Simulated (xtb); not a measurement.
C2H6ClFSi, SMILES Cl[C@@H](C[SiH3])F. All values are semi-empirical tight-binding results from xtb (GFN2-xTB unless named), good for trends rather than for accurate numbers. The structure is a stationary point at GFN2-xTB. The structure was generated by enumeration; whether it is a known compound was not checked. The values are those of a single conformer.

Optimised geometry:

```xyz
11

F     -1.1095    -1.3577     0.3444
C     -0.9714    -0.2462    -0.4328
Cl    -1.0375     1.1713     0.6497
C      0.3313    -0.2857    -1.1875
Si     1.8545    -0.2159    -0.0261
H     -1.8614    -0.2014    -1.0738
H      0.3441     0.5439    -1.8922
H      0.3386    -1.2079    -1.7704
H      1.6277    -1.1113     1.1030
H      2.9911    -0.6675    -0.8311
H      2.0598     1.1638     0.4074
```
Charge 0, spin multiplicity 1.

Computed properties:
```json
{
  "orbital_gap": "6.13 eV",
  "dipole_moment": "2.22 D",
  "zero_point_energy": "44.7 kcal/mol",
  "G − E(el) at 298.15 K (modified RRHO)": "24.8 kcal/mol",
  "static polarisability (D4 model)": "69.3 bohr³",
  "solvation energy, GFN2-xTB/ALPB(water)": "-1.0 kcal/mol",
  "solvation energy, GFN2-xTB/ALPB(methanol)": "-3.5 kcal/mol"
}
```

Question: Give the atomic charges and the Wiberg bond orders between heavy atoms. (An estimate is asked for; the answer gives what the named calculation found.)

Answer: charges (e) F1 -0.23, C2 0.22, Cl3 -0.18, C4 -0.18, Si5 0.46, H6 0.06, H7 0.04, H8 0.04, H9 -0.07, H10 -0.09, H11 -0.07. Bond orders F1–C2 0.96, C2–Cl3 0.93, C2–C4 1.03, C4–Si5 0.84.
